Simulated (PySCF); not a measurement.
A structure optimised at B3LYP-D3(BJ)/def2-TZVP, used in a PySCF frequency run:

```xyz
3

Ga     0.0000     0.0000     0.0000
F      0.0000     0.0000    -1.6703
F      0.0000     0.0000     1.6703
```
Charge +1, spin multiplicity 1.

Q: Write its SMILES, formula and point group.

A: [F][Ga+][F], F2Ga, D∞h

Q: What are its rotational constants (standard atomic weights)?

A: 4.7672 GHz (linear rotor, B only)
